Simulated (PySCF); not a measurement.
# Working out the ionisation energy of K⁺

K⁺ [Ar] (1S) → K²⁺ [Ne] 3s2 3p5 (2P). Calculation: PySCF 2.14, in cc-pVTZ-X2C (6s5p3d1f, 43 functions); scalar relativity by spin-free X2C-1e. Frozen: [Ne] 3s2. Energies in hartree (1 hartree = 27.21139 eV):

```json
{"part": "UHF", "K⁺ (lower)": "-601.316509", "K²⁺ (upper)": "-600.170927"}
{"part": "CCSD correlation", "K⁺ (lower)": "-0.081770", "K²⁺ (upper)": "-0.050893"}
{"part": "(T)", "K⁺ (lower)": "-0.000184", "K²⁺ (upper)": "-0.000062"}
```

Question: What does Hartree-Fock give?

Answer: (-600.170927) − (-601.316509) = 1.145582 hartree = 31.173 eV.

Question: What do CCSD and CCSD(T) give?

Answer: The CCSD correlation energies differ by 0.030877 hartree = 0.840 eV and the triples by 0.000122 hartree = 0.003 eV, so CCSD gives 32.013 eV and CCSD(T) 32.016 eV.

Reference: 31.625 eV (measured; NIST Atomic Spectra Database, ionization energies), between the lowest levels; spin-orbit coupling is absent from the calculation.

What remains against the reference includes basis incompleteness, the frozen core and higher excitations.
